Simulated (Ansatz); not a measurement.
# Energy profile

The step: Si₃H₈S ([SiH3][SiH]([SiH3])[SH]) → Si₂H₄S ([SiH3][SiH][S]) + SiH₄; bonds formed: Si2–H4; bonds broken: Si1–Si2, S3–H4 (atoms numbered as in the saddle structure below).

```
atom    x (Å)    y (Å)    z (Å)
 Si1  -0.3156  -0.2962  -1.1373
 Si2   1.1766   1.3004   0.2497
  S3   0.9496  -1.4154  -2.2730
  H4   1.2723   0.0366  -1.0535
  H5  -1.0956   0.8280  -1.7337
 Si6  -1.3288  -1.1794   0.7866
  H7   0.0399   2.2070   0.5638
  H8   2.2762   2.0627  -0.3927
  H9   1.6556   0.5981   1.4641
 H10  -1.9320  -0.1091   1.6259
 H11  -0.3038  -1.9181   1.5648
 H12  -2.3942  -2.1146   0.3354
```

Electronic energies by CCSD(T) at an estimated basis limit (MP2 extrapolated from triple and quadruple zeta, plus CCSD(T) − MP2 in triple zeta), on PBE0-D4/def2-TZVP structures; Si3H8S, closed shell; no counterpoise correction. Ansatz 0.2.0; basis: def2-TZVPP and def2-QZVPP; cores frozen in the correlated methods. Extrapolation: Hartree–Fock as exp(−7.88 √X), correlation as X^−2.97.

(1) Give the profile in kJ/mol, counted from the start structure. (To be estimated.)

The T1 diagnostic stays at or below 0.018.

Answers

(1) The calculation gives:
| point | kJ/mol |
| --- | --- |
| start structure | 0.0 |
| saddle | 218.8 |
| end structure | 104.5 |
| separated: Si2H4S (linked as [SiH3][SiH][S]; Si1, S3, H5, Si6, H10, H11, H12; singlet) + SiH4 (Si2, H4, H7, H8, H9; singlet) | 113.6 |

For scale, one of the runs: CCSD(T)/def2-TZVPP, 280 basis functions, launched by `ansatz run in.yaml --threads 4 --pin off --events-out ev --progress --plain --max-ram 9574MiB`. Time: 2.4 min of wall clock on 4 CPU threads of an Intel Xeon; the host was shared. Peak host memory: 6.8 GiB.
